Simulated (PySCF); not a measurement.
The same groups moved round the core (styrene fluoro+silyl). All species are isolated molecules in the gas phase. One relaxed conformer stands for each flexible species; it need not be the lowest. Strings in code marks are SMILES.

All values below come from PySCF with ωB97X-D3(BJ)/def2-TZVP // PBE0-D3(BJ)/def2-SVP. Excitations are Tamm–Dancoff values on a coarser integration grid. The basis has no diffuse functions, so Rydberg states are missing or too high.

| species | S1–T1 gap (TDA) (eV) | HOMO–LUMO gap (eV) | S1 oscillator strength |
|---|---|---|---|
| `c1c(C(F)=C)ccc(c1)[SiH3]` (F–C–C–C torsion 5°) | 1.84 | 9.37 | 0.031 |
| `c1(cccc(c1)C(F)=C)[SiH3]` (F–C–C–C torsion 179°) | 1.76 | 9.56 | 0.021 |
| `c1([SiH3])c(C(F)=C)cccc1` (F–C–C–C torsion 157°) | 1.74 | 9.61 | 0.008 |
| `C([SiH3])(=C)c1ccc(cc1)F` (Si–C–C–C torsion 33°) | 1.70 | 9.73 | 0.019 |
| `C=Cc1c(F)cccc1[SiH3]` (C–C–C–C torsion 145°) | 1.54 | 9.64 | 0.107 |
| `C=Cc1cc(F)cc([SiH3])c1` (C–C–C–C torsion 1°) | 1.69 | 9.40 | 0.134 |
| `C=Cc1cc(F)ccc1[SiH3]` (C–C–C–C torsion 20°) | 1.73 | 9.50 | 0.042 |
| `C(=C)c1cc(c(cc1)[SiH3])F` (C–C–C–C torsion 179°) | 1.76 | 9.32 | 0.180 |
